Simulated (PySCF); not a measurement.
**Spectroscopy problems**

[PySCF 2.14.0 with density-fitted response routines: PBE0/pcSseg-1 with gauge-including orbitals; coordinates at the GFN2-xTB level; non-relativistic Hamiltonian; a single conformation; rapidly exchanging positions averaged; no solvent]

Chemical shifts δ = σref − σ; ¹H (σ = 31.72 ppm), ¹³C (σ = 186.93 ppm) vs TMS, all at this level. Splittings of carbon signals by F and P are missing where no couplings were computed. Where no couplings were computed, multiplicities follow the n + 1 count of equivalent neighbours, and m marks all less simple cases (inequivalent or close neighbours, rings, F or P nearby). Shifts are as computed. Against solution values, carbons near 30 ppm lie about +3 ppm off and those near 130 ppm about +5 ppm; carbons on Cl a further +6 ppm. Of 1211 compounds with measured shifts, 218 miss one by over three times the rms of a fit or turn the order of signals round; such compounds aren't used in these exercises. Carbons bonded to Cl come out too deshielded.

(1) C5H7FO3Si. ¹H NMR (600 MHz, computed): δ 8.19 (s, 1H), 6.62 (m, 1H), 6.56 (m, 1H), 5.36 (m, 1H), 4.60 (m, 1H), 4.47 (m, 1H), 4.25 (m, 1H). ¹³C{¹H} NMR (computed): δ 166.9 (CH), 141.4 (C), 124.6 (CH2), 57.5 (CH), 57.4 (CH). What is it?

(2) C4H4F2O2. ¹H NMR (500 MHz, computed): δ 6.52 (m, 1H), 4.75 (m, 1H), 4.36 (m, 1H), 3.93 (m, 1H). ¹³C{¹H} NMR (computed): δ 168.3, 118.5, 61.6, 59.3. What is it?

(3) C8H6N2. ¹H NMR (500 MHz, computed): δ 7.75 (m, 1H), 7.74 (s, 1H), 7.74 (d, 1H), 7.72 (m, 1H), 7.55 (d, 1H), 6.94 (d, 1H). ¹³C{¹H} NMR (computed): δ 157.9, 156.5, 136.0, 135.7, 134.3, 124.4, 124.0, 118.4. Give a structure.

(4) C5H7Cl3O2. ¹H NMR (500 MHz, computed): δ 5.44 (m, 1H), 4.90 (m, 1H), 4.81 (m, 1H), 3.78 (m, 1H), 3.53 (s, 3H). ¹³C{¹H} NMR (computed): δ 120.2 (C), 107.2 (CH), 72.0 (CH2), 60.2 (CH), 55.1 (CH3). Identify the compound.

Results:

(1) SMILES C=C1[C@@H](OC=O)[C@@H]1O[SiH2]F. Rings plus π bonds: 3 (1 ring in the answer). 5 carbon signals for 5 carbons: no two carbons are equivalent. Carbon types of the structure: 1 × C, 3 × CH, 1 × CH2, leaving 2 H on heteroatoms. δC 166.9: ester carbonyl carbon; lone-pair donation from the attached heteroatom keeps it upfield of a ketone carbonyl. δC 141.4: fully substituted alkene carbon; an sp2 carbon of a C=C bond. δC 124.6: terminal =CH2 carbon; an sp2 carbon of a C=C bond. δH 6.62, 6.56: hydrogen on a terminal =CH2 carbon; olefinic region.

This is the structure that produced the data.

(2) `InChI=1S/C4H4F2O2/c5-3(6)2-1-8-4(2)7/h2-3H,1H2/t2-/m1/s1`. Rings plus π bonds: 2 (1 ring in the answer). 4 carbon signals for 4 carbons: no two carbons are equivalent. Carbon types of the structure: 1 × C, 2 × CH, 1 × CH2, which accounts for all hydrogens. δC 168.3: ester carbonyl carbon; lone-pair donation from the attached heteroatom keeps it upfield of a ketone carbonyl. δC 118.5: sp3 CH bonded to 2 F; 2 electronegative neighbours deshield it. δC 61.6: sp3 CH α to a carbonyl. δH 6.52: hydrogen on an sp3 CH bonded to 2 F; its carbon carries F, hence the downfield position.

The data come from this structure; uniqueness wasn't tested.

(3) `InChI=1S/C8H6N2/c1-10-8-4-2-3-7(5-8)6-9/h2-5H,1H2`. Rings plus π bonds: 7 (1 ring in the answer). 8 carbon signals for 8 carbons: no two carbons are equivalent. Carbon types of the structure: 3 × C, 4 × CH, 1 × CH2, which accounts for all hydrogens. δC 157.9: aromatic carbon bearing nitrogen; an ipso carbon deshielded by its heteroatom. δC 156.5: C=N carbon. δC 136.0, 135.7, 134.3, 124.0: aromatic CH. δC 124.4: nitrile carbon; this is the usual window of a C≡N carbon, which has no attached hydrogen.

This is the structure that produced the data.

(4) SMILES CO[C@@H]1OC[C@@H]1C(Cl)(Cl)Cl. The formula gives 1 degree of unsaturation (1 ring in the answer). 5 carbon signals for 5 carbons: no two carbons are equivalent. Carbon types of the structure: 1 × C, 2 × CH, 1 × CH2, 1 × CH3, which accounts for all hydrogens. δC 120.2: fully substituted sp3 carbon bonded to 3 Cl; 3 electronegative neighbours deshield it. δC 107.2: sp3 carbon bearing two oxygens; 2 electronegative neighbours deshield it. δC 72.0: sp3 CH2 bonded to O; deshielded by the electronegative neighbour. δC 60.2: sp3 CH in a ring.

This is the structure that produced the data.
